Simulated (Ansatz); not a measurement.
Reaction (cleavage of the Si–Sn bond): `O[Si]1([SnH3])CO1` + `O[SiH3]` → `O[Si]1(O[SiH3])CO1` + `[SnH4]`

Program: Ansatz. Geometries: PBE0-D4/def2-TZVP. ΔE: electronic, gas phase. CBS: MP2 limit from def2 TZ/QZ plus the TZ coupled-cluster correction, frozen cores. DFT in def2-TZVPP. B3LYP here is the variant with VWN-RPA as its local correlation; programs differ in this. Elements past krypton have def2 core potentials. For Sn outer-core shells are correlated without core-valence functions, which leaves a few kJ/mol of doubt a bond. Each species was taken in one conformer, which may not be the lowest.

| level | ΔE (kJ/mol) | difference from CCSD(T)/CBS |
| --- | --- | --- |
| PBE-D4 | -83.4 | 22.3 |
| r2SCAN-D4 | -106.5 | -0.8 |
| PBE0-D4 | -95.9 | 9.8 |
| B3LYP-D4 | -109.1 | -3.4 |
| ωB97M-V | -111.9 | -6.2 |
| B2PLYP | -111.2 | -5.5 |
| PBE | -82.0 | 23.7 |
| r2SCAN | -105.9 | -0.2 |
| HF/def2-TZVPP | -142.4 | -36.7 |
| MP2/def2-TZVPP | -111.2 | -5.5 |
| CCSD/def2-TZVPP | -118.1 | -12.4 |
| CCSD(T)/def2-TZVPP | -113.4 | -7.7 |
| HF/def2-QZVPP | -144.2 | -38.5 |
| HF/CBS(def2) | -144.4 | -38.7 |
| MP2/CBS(def2) | -103.4 | 2.3 |
| CCSD/CBS(def2) | -110.4 | -4.7 |
| CCSD(T)/CBS | -105.7 | 0 |

Largest T1 diagnostic among the species: 0.014.

From PBE to PBE0 (25 % exact exchange), in def2-TZVPP and without D4, ΔE moves by −12.8 kJ/mol. In def2-TZVPP, CCSD(T) changes the Hartree–Fock value by +29.0 kJ/mol (the triples alone add +4.7 kJ/mol) and MP2 by +31.3 kJ/mol.
